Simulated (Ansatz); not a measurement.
Cu₂Pd⁺. Charge 1, multiplicity 2. Geometry PBE0-D4/def2-TZVP.

```xyz
3

Pd    1.0315    0.1353    1.0282
Cu   -0.5331   -1.2594   -0.3399
Cu   -0.4984    1.1241   -0.6883
```

In the def2 sets Pd takes a core potential; there is no spin–orbit coupling. At PBE-D4/def2-TZVP the gap within one spin of the relaxed charge 1 doublet nearly closes, so an electron or hole may be smeared out by delocalisation error. No other spin state of charge 1 was run. The structure comes from a short search, and lower isomers may exist.

Task: Estimate the α-spin orbital energies around the gap (eV) in Ansatz with PBE-D4/def2-TZVP, PBE0-D4/def2-TZVP.

Result: 
```json
{"orbital": "HOMO−5", "PBE-D4/def2-TZVP": "-11.23", "PBE0-D4/def2-TZVP": "-12.74"}
{"orbital": "HOMO−4", "PBE-D4/def2-TZVP": "-11.14", "PBE0-D4/def2-TZVP": "-12.71"}
{"orbital": "HOMO−3", "PBE-D4/def2-TZVP": "-11.08", "PBE0-D4/def2-TZVP": "-12.68"}
{"orbital": "HOMO−2", "PBE-D4/def2-TZVP": "-11.06", "PBE0-D4/def2-TZVP": "-12.65"}
{"orbital": "HOMO−1", "PBE-D4/def2-TZVP": "-10.97", "PBE0-D4/def2-TZVP": "-12.19"}
{"orbital": "HOMO", "PBE-D4/def2-TZVP": "-10.83", "PBE0-D4/def2-TZVP": "-11.89"}
{"orbital": "LUMO", "PBE-D4/def2-TZVP": "-8.28", "PBE0-D4/def2-TZVP": "-7.15"}
{"orbital": "LUMO+1", "PBE-D4/def2-TZVP": "-8.19", "PBE0-D4/def2-TZVP": "-7.08"}
{"orbital": "LUMO+2", "PBE-D4/def2-TZVP": "-6.11", "PBE0-D4/def2-TZVP": "-5.29"}
{"orbital": "LUMO+3", "PBE-D4/def2-TZVP": "-5.40", "PBE0-D4/def2-TZVP": "-4.43"}
{"orbital": "LUMO+4", "PBE-D4/def2-TZVP": "-4.86", "PBE0-D4/def2-TZVP": "-3.89"}
{"orbital": "LUMO+5", "PBE-D4/def2-TZVP": "-4.80", "PBE0-D4/def2-TZVP": "-3.64"}
{"orbital": "β HOMO", "PBE-D4/def2-TZVP": "-10.63", "PBE0-D4/def2-TZVP": "-12.05"}
{"orbital": "β LUMO", "PBE-D4/def2-TZVP": "-10.61", "PBE0-D4/def2-TZVP": "-8.94"}
```
